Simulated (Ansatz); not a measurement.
Cartesian coordinates in Å:
```
C 2.108 -1.402 -1.367
C 1.411 -0.657 -0.725
Si 0.380 0.482 0.249
C -0.899 1.210 -0.820
C -1.740 1.709 -1.525
C -0.411 -0.426 1.611
C -0.928 -1.018 2.526
H 2.722 -2.062 -1.935
H 1.228 1.559 0.804
H -2.485 2.147 -2.149
H -1.386 -1.543 3.332
```

Charge 0, multiplicity 1.

(1) List the r2SCAN/def2-TZVPP orbital energies in eV (Ansatz). (Best estimate.)

Answers

(1) Ansatz gave: Occupied: -1792.03, -273.51, -273.51, -273.51, -273.04, -273.04, -273.04, -142.39, -97.26, -97.26, -97.23, -19.92, -19.62, -19.62, -15.88, -14.20, -14.20, -13.36, -11.01, -11.01, -9.91, -7.77, -7.77, -7.43, -7.43, -7.42, -7.24. Lowest empty: -1.39, -1.24, -1.24, -0.38, -0.38, 0.88, 2.08, 2.58.
